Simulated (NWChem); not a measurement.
System: CH6FNSi; SMILES [SiH](C)(F)N

Parts of the log:

```
             Northwest Computational Chemistry Package (NWChem) 7.3.0
             --------------------------------------------------------

 C1  symmetry detected

                             Geometry "geometry" -> ""
                             -------------------------

 Output coordinates in angstroms (scale by  1.889725989 to convert to a.u.)

  No.       Tag          Charge          X              Y              Z
 ---- ---------------- ---------- -------------- -------------- --------------
    1 Si                  14.0000     0.07092774    -0.04818226    -0.34470537
    2 C                    6.0000    -0.97481140     1.40990777     0.18330490
    3 N                    7.0000    -0.65799570    -1.50437095     0.21100966
    4 F                    9.0000     1.57073598     0.19587701     0.23814137
    5 H                    1.0000     0.22059922    -0.18000877    -1.81512998
    6 H                    1.0000    -1.96169208     1.37046255    -0.29077567
    7 H                    1.0000    -1.12338900     1.41881688     1.27005758
    8 H                    1.0000    -0.50116752     2.35905506    -0.09052399
    9 H                    1.0000    -0.97385780    -1.58658903     1.17042349
   10 H                    1.0000    -0.33526671    -2.39892819    -0.13834561

 Effective nuclear repulsion energy (a.u.)     180.3600756485

                                 NWChem DFT Module
                                 -----------------

 Summary of "ao basis" -> "ao basis" (spherical)
 ------------------------------------------------------------------------------
       Tag                 Description            Shells   Functions and Types
 ---------------- ------------------------------  ------  ---------------------
 Si                        def2-tzvp                13       37   5s5p2d1f
 C                         def2-tzvp                11       31   5s3p2d1f
 N                         def2-tzvp                11       31   5s3p2d1f
 F                         def2-tzvp                11       31   5s3p2d1f
 H                         def2-tzvp                 4        6   3s1p

            General Information
            -------------------
          SCF calculation type: DFT
          Wavefunction type:  closed shell.
          No. of atoms     :    10
          No. of electrons :    42
           Alpha electrons :    21
            Beta electrons :    21
          Charge           :     0
          Spin multiplicity:     1
          Use of symmetry is: off; symmetry adaption is: off
          Maximum number of iterations: 150
          AO basis - number of functions:   166
                     number of shells:    70
          Convergence on energy requested:  1.00D-06
          Convergence on density requested:  1.00D-05
          Convergence on gradient requested:  5.00D-04

              XC Information
              --------------
                        Slater Exchange Functional  1.000 local
                      VWN V Correlation Functional  1.000 local

             Grid Information
             ----------------
          Grid used for XC integration:  medium
          Radial quadrature: Mura-Knowles
          Angular quadrature: Lebedev.
          Tag              B.-S. Rad. Rad. Pts. Rad. Cut. Ang. Pts.
          ---              ---------- --------- --------- ---------
          Si                  1.10       88           9.0       590
          C                   0.70       49          11.0       434
          N                   0.65       49          11.0       434
          F                   0.50       49          11.0       434
          H                   0.35       45          12.0       434
          Grid pruning is: on
          Number of quadrature shells:   505
          Spatial weights used:  Erf1

      Superposition of Atomic Density Guess
      -------------------------------------

 Sum of atomic energies:        -483.23522409

      Non-variational initial energy
      ------------------------------

 Total energy =    -484.926137
 1-e energy   =   -1024.899737
 2-e energy   =     359.613524
 HOMO         =      -0.379168
 LUMO         =       0.050357

     ---------------------------------------------
      Total Density - Mulliken Population Analysis
     ---------------------------------------------

    Atom       Charge   Shell Charges
 -----------   ------   -------------------------------------------------------
    1 Si  14    12.94   2.00  0.59  1.39  0.79  0.35  4.10  1.73  0.48  0.87  0.21  0.19  0.17  0.07
    2 C    6     6.77   0.86  1.12  0.56  0.69  0.12  1.30  1.57  0.53  0.01  0.01  0.00
    3 N    7     7.94   0.82  1.16  0.57  0.81  0.17  1.63  1.92  0.84  0.00  0.01  0.00
    4 F    9     9.53   0.77  1.20  0.61  1.02  0.31  2.38  2.36  0.88  0.00  0.01  0.00
    5 H    1     1.06   0.23  0.54  0.28  0.01
    6 H    1     0.80   0.23  0.43  0.12  0.02
    7 H    1     0.81   0.23  0.43  0.12  0.02
    8 H    1     0.81   0.23  0.43  0.12  0.02
    9 H    1     0.67   0.22  0.34  0.08  0.04
   10 H    1     0.67   0.22  0.34  0.08  0.04

   convergence    iter        energy       DeltaE   RMS-Dens  Diis-err
 ---------------- ----- ----------------- --------- --------- ---------
 d= 0,ls=0.0,diis     1   -483.2759637285 -6.64D+02  7.24D-03  2.37D+00
 d= 0,ls=0.0,diis     2   -483.1496017525  1.26D-01  5.87D-03  2.78D+00
 d= 0,ls=0.0,diis     3   -483.3219216006 -1.72D-01  1.69D-03  7.72D-01
 d= 0,ls=0.0,diis     4   -483.3752077528 -5.33D-02  5.57D-04  2.08D-02
 d= 0,ls=0.0,diis     5   -483.3767241672 -1.52D-03  2.37D-04  6.90D-03
  Resetting Diis
 d= 0,ls=0.0,diis     6   -483.3773892723 -6.65D-04  6.72D-05  3.83D-04
 d= 0,ls=0.0,diis     7   -483.3774248208 -3.55D-05  4.98D-05  4.33D-05
 d= 0,ls=0.0,diis     8   -483.3774130925  1.17D-05  3.16D-05  1.55D-04
 d= 0,ls=0.0,diis     9   -483.3774296874 -1.66D-05  3.05D-06  1.08D-06
 d= 0,ls=0.0,diis    10   -483.3774297640 -7.66D-08  8.86D-07  1.25D-07

[...]
```

Level: LDA (Slater exchange, VWN5)/def2-TZVP. Coordinates come from a B3LYP/6-31G* (spherical d) optimisation.

Which NWChem input produces such a log?

One answer among several that fit: the input that was run:
```
start job
memory heap 200 mb stack 900 mb global 1100 mb
geometry units angstroms noautoz
  Si     0.080166    -0.060084    -0.324336
  C      0.039739     1.739355     0.184365
  N     -1.433862    -0.790940     0.042001
  F      1.340953    -0.750366     0.438964
  H      0.315727    -0.270164    -1.774269
  H     -0.706308     2.289995    -0.399117
  H     -0.216875     1.846066     1.245472
  H      1.013734     2.217510     0.033028
  H     -1.860625    -0.659234     0.951688
  H     -1.659450    -1.705464    -0.331083
end
basis spherical
  * library def2-tzvp
end
dft
  xc slater vwn_5
  iterations 150
  mulliken
end
task dft energy
```
